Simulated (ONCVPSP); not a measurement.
**Reading a pseudo-wave (Co)**

Columns: radius, all-electron u(r) and pseudo u(r) of the 3s shell (level -113.58 eV) of cobalt in the configuration [Ne] 3s2 3p6 3d7 4s0.5; PBE, non-relativistic, ONCV scheme, ONCVPSP 4.0.1.

| r (bohr) | all-electron | pseudo |
| --- | --- | --- |
| 0.065 | 0.1099 | 0.1286 |
| 0.130 | -0.5274 | 0.2614 |
| 0.195 | -0.6543 | 0.4007 |
| 0.260 | -0.3786 | 0.5459 |
| 0.325 | 0.0534 | 0.6927 |
| 0.390 | 0.4788 | 0.8340 |
| 0.455 | 0.8221 | 0.9608 |
| 0.520 | 1.0611 | 1.0645 |
| 0.585 | 1.2005 | 1.1376 |
| 0.650 | 1.2581 | 1.1763 |
| 0.715 | 1.2543 | 1.1801 |
| 0.780 | 1.2076 | 1.1518 |
| 0.845 | 1.1336 | 1.0972 |
| 0.910 | 1.0441 | 1.0232 |
| 0.975 | 0.9476 | 0.9372 |
| 1.040 | 0.8501 | 0.8458 |
| 1.105 | 0.7557 | 0.7543 |
| 1.170 | 0.6667 | 0.6664 |
| 1.235 | 0.5846 | 0.5845 |
| 1.300 | 0.5099 | 0.5099 |
| 1.365 | 0.4429 | 0.4429 |
| 1.430 | 0.3832 | 0.3832 |
| 1.495 | 0.3306 | 0.3306 |
| 1.560 | 0.2844 | 0.2844 |
| 1.625 | 0.2440 | 0.2440 |
| 1.690 | 0.2090 | 0.2090 |

Q: How many radial nodes do the two functions have?

A: The all-electron 3s function has n − l − 1 = 2; the pseudo-wave has 0, since the states of the same l below it are removed with the core.

Q: At about which radius was the pseudo-wave matched?

A: 1.30 bohr. The columns agree to 0.0005 from 1.17 bohr on; several derivatives are matched, so the curves merge somewhat inside the radius.

Q: Is the pseudo-wave norm-conserving?

A: Yes: the ONCV scheme keeps the norm inside the radius equal to the all-electron one, which fixes the energy derivative of the logarithmic derivative at the level.
